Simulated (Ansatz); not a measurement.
BCl2(vinyl) (C2H3BCl2). Charge 0, multiplicity 3. Geometry PBE-D4/def2-SVP, that of the neutral singlet; atoms count from 1.

```tsv
atom	x (Å)	y (Å)	z (Å)
B1	-0.6139	0.4669	-0.9678
Cl2	-0.8883	0.1357	-2.6793
Cl3	-1.3967	1.8851	-0.2602
C4	0.2896	-0.4714	-0.1302
C5	0.5502	-0.2829	1.1842
H6	0.7442	-1.3408	-0.6379
H7	0.1175	0.5726	1.7308
H8	1.1974	-0.9653	1.7605
```

At PBE0-D4/def2-TZVP a singlet of charge 0 lies 3.43 eV below the triplet at the same geometry.

Q: Estimate the Mulliken populations from the PBE0/def2-TZVP orbitals of Ansatz.

A: 
```tsv
atom	charge (e)	spin (α − β)
B1	0.14	0.25
Cl2	-0.14	0.06
Cl3	-0.14	0.05
C4	-0.09	0.74
C5	-0.23	1.03
H6	0.15	-0.04
H7	0.16	-0.05
H8	0.15	-0.05
```
Mulliken values depend strongly on the basis.

Q: Where does the spin sit?

A: Summed by element: B 0.25, Cl 0.11, C 1.77, H -0.14, of 2 unpaired in all. Largest on single atoms: C5 1.03, C4 0.74, B1 0.25.

Q: And the Mayer bond orders between heavy atoms (over 0.3)?

A: B1–Cl2 1.24 (1.76 Å); B1–Cl3 1.24 (1.77 Å); B1–C4 1.29 (1.55 Å); C4–C5 1.01 (1.35 Å).
